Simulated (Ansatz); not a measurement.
`[OH][Sn][F]` + H–F → `[F][Sn][F]` + H₂O at 500 K and 1 bar (ligand exchange at the Sn–O bond).

Computed with Ansatz on PBE0-D4/def2-TZVP structures; ΔE is electronic, products minus reactants. CCSD(T)/CBS adds triple-zeta CCSD(T) − MP2 to the extrapolated MP2 energy (def2 sets, frozen cores). This one scheme is used for every species. def2 core potentials past Kr. For Sn outer-core shells are correlated without core-valence functions, which leaves a few kJ/mol of doubt a bond. One conformer a species, not always the lowest.

```json
{"species": "`[OH][Sn][F]`", "CCSD(T)/CBS energy (Eh)": "-389.66871", "H − E (kJ/mol)": "64.5", "S (J/(mol·K))": "325.7"}
{"species": "H–F", "CCSD(T)/CBS energy (Eh)": "-100.39570", "H − E (kJ/mol)": "39.4", "S (J/(mol·K))": "188.7"}
{"species": "`[F][Sn][F]`", "CCSD(T)/CBS energy (Eh)": "-413.70076", "H − E (kJ/mol)": "31.2", "S (J/(mol·K))": "309.0"}
{"species": "H₂O", "CCSD(T)/CBS energy (Eh)": "-76.37941", "H − E (kJ/mol)": "73.2", "S (J/(mol·K))": "206.3"}
```

H − E and S are ideal-gas, rigid-rotor, harmonic terms from PBE0-D4/def2-TZVP, for one conformer and one mirror image of each species. 1 Eh = 2625.50 kJ/mol, R = 8.31446 J/(mol·K).

Task: By hand: ΔE, ΔH, ΔS and ΔG.

Result: ΔE = (-413.70076) + (-76.37941) − (-389.66871) − (-100.39570) = -0.01576 Eh = -41.4 kJ/mol. Δ(H − E) = 31.2 + 73.2 − 64.5 − 39.4 = 0.5, so ΔH = -40.9 kJ/mol. ΔS = 309.0 + 206.3 − 325.7 − 188.7 = 0.9 J/(mol·K). ΔG = -40.9 − 500 × (0.9)/1000 = -41.4 kJ/mol.

Task: By hand: the equilibrium constant, and the temperature at which ΔG would vanish if ΔH and ΔS stayed fixed.

Result: log₁₀ K = −ΔG/(RT ln 10) = 4.3. ΔH and −TΔS have one sign here, so there is no such temperature.

The number of gas molecules stays the same, so ΔS is small and ΔH decides. A doubt of 5 kJ/mol in ΔE shifts log₁₀ K by 0.5 here. Other conformers and mirror images would add mixing entropy, several J/(mol·K) or more a flexible species. These are equilibria of isolated gas molecules and say nothing of rates. Largest T1 diagnostic: 0.018 (customary marks: 0.02 for closed shells, 0.045 for open ones).

ΔS is within the doubt of such terms, so its sign, and with it that verdict, could turn.
